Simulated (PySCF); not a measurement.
Be(Br)(iPr) (C3H7BeBr), SMILES C[CH]([Be][Br])C.

Geometry: PBE0-D3(BJ)/def2-SVP. Other conformers were not sampled.

The numbers are results of PBE0-D3(BJ)/def2-SVP run with PySCF, not measurements.

Frequencies are harmonic and unscaled.

Computed harmonic wavenumbers and intensities:
| mode | ν (cm⁻¹) | IR (km/mol) | moving atoms (share of kinetic energy) |
|---|---|---|---|
| 1 | 81 | 0.7 | C 54 %, H 24 %, Be 15 % |
| 2 | 110 | 1.7 | H 33 %, C 29 %, Be 27 %, Br 11 % |
| 3 | 234 | 0.0 | H 97 % |
| 4 | 245 | 1.0 | H 63 %, C 21 %, Br 15 % |
| 5 | 273 | 5.2 | H 41 %, Be 29 %, C 21 % |
| 6 | 378 | 35.4 | Be 77 %, C 17 % |
| 7 | 396 | 10.1 | C 51 %, H 34 %, Be 12 % |
| 8 | 451 | 26.9 | C 44 %, Be 28 %, H 22 % |
| 9 | 881 | 7.6 | C 61 %, H 29 %, Be 10 % |
| 10 | 914 | 3.4 | H 88 %, C 12 % |
| 11 | 961 | 12.5 | H 88 %, C 10 % |
| 12 | 984 | 0.2 | H 77 %, C 23 % |
| 13 | 1027 | 185.9 | Be 60 %, H 29 %, C 10 % |
| 14 | 1099 | 5.4 | C 71 %, H 28 % |
| 15 | 1182 | 6.4 | H 57 %, C 41 % |
| 16 | 1267 | 43.2 | C 50 %, H 37 %, Be 13 % |
| 17 | 1303 | 0.0 | H 75 %, C 25 % |
| 18 | 1381 | 0.5 | H 79 %, C 20 % |
| 19 | 1399 | 1.3 | H 80 %, C 20 % |
| 20 | 1455 | 0.7 | H 97 % |
| 21 | 1473 | 7.0 | H 96 % |
| 22 | 1473 | 17.3 | H 96 % |
| 23 | 1483 | 6.5 | H 96 % |
| 24 | 2999 | 17.9 | H 93 % |
| 25 | 3025 | 40.5 | H 97 % |
| 26 | 3025 | 35.5 | H 97 % |
| 27 | 3105 | 45.0 | H 91 %, C 9 % |
| 28 | 3107 | 3.3 | H 91 %, C 9 % |
| 29 | 3129 | 14.1 | H 91 %, C 9 % |
| 30 | 3129 | 29.9 | H 91 %, C 9 % |
